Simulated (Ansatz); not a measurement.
Reaction (cleavage of the Si–Si bond): `F[SiH2]N[SiH2][SiH3]` + `[OH][AlH][CH2]F` → `F[CH2][AlH][O][SiH3]` + `F[SiH2]N[SiH3]`

Isolated molecules relaxed with PBE0-D4/def2-TZVP in Ansatz; ΔE leaves out vibrations. CBS: MP2 limit from def2 TZ/QZ plus the TZ coupled-cluster correction, frozen cores. This one scheme is used for every species. Functionals use def2-TZVPP. B3LYP here is the variant with VWN-RPA as its local correlation; programs differ in this. Each species was taken in one conformer, which may not be the lowest.

```json
{"level": "r2SCAN-D4", "ΔE (kcal/mol)": "-24.7"}
{"level": "ωB97X-V", "ΔE (kcal/mol)": "-25.8"}
{"level": "B3LYP", "ΔE (kcal/mol)": "-26.4"}
{"level": "HF/def2-TZVPP", "ΔE (kcal/mol)": "-33.7"}
{"level": "MP2/def2-TZVPP", "ΔE (kcal/mol)": "-28.2"}
{"level": "CCSD(T)/def2-TZVPP", "ΔE (kcal/mol)": "-26.5"}
{"level": "MP2/def2-QZVPP", "ΔE (kcal/mol)": "-28.3"}
{"level": "SCS-MP2/def2-QZVPP", "ΔE (kcal/mol)": "-29.6"}
```

What does CCSD(T)/CBS give? (Best estimate.)

The calculation gave: -26.2 kcal/mol. The listed levels differ from it by 1.5, 0.4, -0.2, -7.5, -2.0, -0.3, -2.1, -3.4 kcal/mol.

Largest T1 diagnostic among the species: 0.012.

In def2-TZVPP, CCSD(T) changes the Hartree–Fock value by +7.2 kcal/mol (the triples alone add +1.0 kcal/mol) and MP2 by +5.5 kcal/mol. From PBE to PBE0 (25 % exact exchange), in def2-TZVPP and without D4, ΔE moves by −2.4 kcal/mol.
